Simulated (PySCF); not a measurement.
## Spin-rotation constants: SMILES F/C=C/C#CC(F)(F)F, C₅H₂F₄

Cartesian coordinates in Å; atom numbers follow the order of the lines, from 1:
```xyz
11

F     3.7846    0.0700   -0.0140
C     2.4928    0.2672   -0.2624
C     1.5556   -0.4280    0.3745
C     0.1875   -0.2337    0.1371
C    -0.9958   -0.0928   -0.0342
C    -2.4187    0.0929   -0.2613
F    -2.9663    0.9437    0.6222
F    -3.1018   -1.0582   -0.1630
F    -2.6718    0.5903   -1.4830
H     2.3196    1.0272   -1.0111
H     1.8198   -1.1759    1.1092
```

The calculation used GIAO B3LYP/pcSseg-1 magnetisability, rotational g tensor and spin-rotation constants, non-relativistic, gas phase in PySCF. Geometry: GFN2-xTB.

(1) Give the nuclear spin-rotation constants along the inertial axes (H = +C I·J) beside the isotropic shieldings.

Results:

(1) Rotational constants 5.0009, 0.5305, 0.5234 GHz. A star marks the isotopologue with that one atom substituted, in its own axes.
```
atom  isotope  Caa (kHz)  Cbb (kHz)  Ccc (kHz)  mean (kHz)  σ (ppm)
  F1      19F      7.699      0.932      0.203       2.945    256.8
  F7      19F      7.813      0.771      0.609       3.064    228.2
  F8      19F      7.256      0.726      0.691       2.891    230.5
  F9      19F      8.414      0.578      0.721       3.238    229.8
 H10       1H     -0.469      0.051     -0.058      -0.159     24.3
 H11       1H     -0.454      0.036     -0.061      -0.160     26.1
  C2     13C*      2.401      0.225      0.137       0.921      4.5
  C3     13C*      1.863      0.156      0.075       0.698     83.9
  C4     13C*      0.260      0.192      0.181       0.211     95.5
  C5     13C*      0.518      0.168      0.183       0.289     94.0
  C6     13C*      1.610      0.160      0.156       0.642     55.3
```
For the geometry as given, no vibrational averaging.
